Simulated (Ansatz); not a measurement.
`[OH][Ti]12345678([OH])([C@H]9[C@@H]1[C@@H]2[C@@H]3[C@H]94)[C@H]1[C@@H]5[C@@H]6[C@@H]7[C@H]18`, relaxed with RKS PBE0-D4/def2-TZVP in the Gaussian-basis code of Ansatz from a GFN2-xTB geometry. The force threshold is 0.005 eV/Å; the program also tests the step.

Total charge 0; spin multiplicity 1.

Start:

```xyz
25

O    -1.177    0.222   -1.764
Ti   -0.032   -0.151   -0.478
O     0.968   -1.238   -1.441
C     0.029   -1.989    1.038
C    -0.348   -0.879    1.811
C    -1.607   -0.432    1.354
C    -2.027   -1.297    0.327
C    -1.014   -2.252    0.118
C     1.655    1.104    0.747
C     0.436    1.808    0.869
C     0.050    2.236   -0.410
C     1.037    1.811   -1.329
C     2.034    1.125   -0.606
H    -1.633   -0.458   -2.274
H     1.358   -0.966   -2.279
H     0.899   -2.613    1.196
H     0.168   -0.518    2.691
H    -2.214    0.340    1.811
H    -2.996   -1.280   -0.157
H    -1.060   -3.098   -0.556
H     2.268    0.744    1.564
H    -0.040    2.090    1.799
H    -0.793    2.873   -0.644
H     1.068    2.062   -2.381
H     2.971    0.756   -1.005
```

**Question.** By how much does the energy fall, and how many steps does the optimiser take? (Estimate.)

**Answer.** The calculation gave: 0.59 eV, in 12 steps.

**Question.** Which bonds change most? (Best estimate.)

**Answer.** The calculation gave: O1–Ti2 from 1.762 to 1.879 Å; Ti2–O3 from 1.764 to 1.879 Å; Ti2–C9 from 2.434 to 2.394 Å; Ti2–C6 from 2.432 to 2.393 Å.

**Question.** Give the relaxed structure. (Estimate.)

**Answer.** The calculation gave: 
```xyz
25

O    -1.198    0.295   -1.817
Ti   -0.015   -0.142   -0.424
O     1.085   -1.356   -1.344
C    -0.005   -2.066    1.031
C    -0.310   -0.951    1.823
C    -1.552   -0.431    1.388
C    -2.023   -1.259    0.352
C    -1.065   -2.256    0.116
C     1.623    1.149    0.750
C     0.400    1.855    0.853
C     0.029    2.269   -0.433
C     1.028    1.842   -1.336
C     2.016    1.170   -0.601
H    -1.745   -0.436   -2.111
H     1.596   -0.961   -2.054
H     0.907   -2.640    1.061
H     0.303   -0.548    2.614
H    -2.061    0.433    1.786
H    -2.939   -1.107   -0.198
H    -1.092   -2.999   -0.665
H     2.169    0.691    1.560
H    -0.157    2.027    1.761
H    -0.889    2.766   -0.704
H     0.995    1.960   -2.408
H     2.900    0.694   -0.998
```
